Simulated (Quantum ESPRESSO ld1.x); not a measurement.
Question: Radial electron density D(r) = 4 pi r^2 rho(r) of an atom or ion with 8 electrons. Calculated with ld1.x of Quantum ESPRESSO 7.5: Dirac Kohn-Sham, BLYP, spin-unpolarised, spherical densities, point nucleus.

```
   r/bohr * D(r) (the largest magnitude, 9.4, reaches the edge; | marks zero)
 0.006187 |*
 0.006866 |*
 0.007618 | *
 0.008453 | *
  0.00938 | *
  0.01041 |  *
  0.01146 |  *
  0.01271 |   *
  0.01411 |    *
  0.01565 |     *
  0.01737 |      *
  0.01927 |       *
  0.02138 |         *
  0.02373 |           *
  0.02633 |             *
  0.02921 |               *
  0.03241 |                  *
  0.03596 |                    *
  0.03959 |                       *
  0.04393 |                           *
  0.04874 |                              *
  0.05408 |                                  *
  0.06001 |                                      *
  0.06659 |                                          *
  0.07389 |                                             *
  0.08198 |                                                *
  0.09097 |                                                   *
   0.1009 |                                                     *
    0.112 |                                                      *
   0.1243 |                                                      *
   0.1379 |                                                     *
   0.1518 |                                                   *
   0.1684 |                                                *
   0.1869 |                                             *
   0.2074 |                                         *
   0.2301 |                                     *
   0.2553 |                                 *
   0.2833 |                              *
   0.3144 |                            *
   0.3488 |                          *
    0.387 |                          *
   0.4295 |                           *
   0.4765 |                            *
   0.5288 |                              *
    0.582 |                               *
   0.6458 |                               *
   0.7166 |                               *
   0.7951 |                              *
   0.8823 |                            *
    0.979 |                         *
    1.086 |                      *
    1.205 |                  *
    1.337 |              *
    1.484 |           *
    1.647 |        *
    1.827 |     *
    2.011 |   *
    2.232 | *
    2.476 |*
    2.748 |*
    3.049 *
    3.383 *
    3.754 *
```

What is the nuclear charge?

Answer: Z = 9. The innermost maximum, from 1s, lies near gamma/Z bohr with gamma = sqrt(1 - (Z/c)^2) = 0.998, here 0.111 bohr (found: 0.118), and its height grows with Z. The density is that of the fluorine ion F+ in [He] 2p6; the configuration itself is not fixed sharply by these data. D(r) has 2 maxima, at r = 0.118, 0.672 bohr, and minima at 0.372 bohr, inside which lie 2.32 electrons.
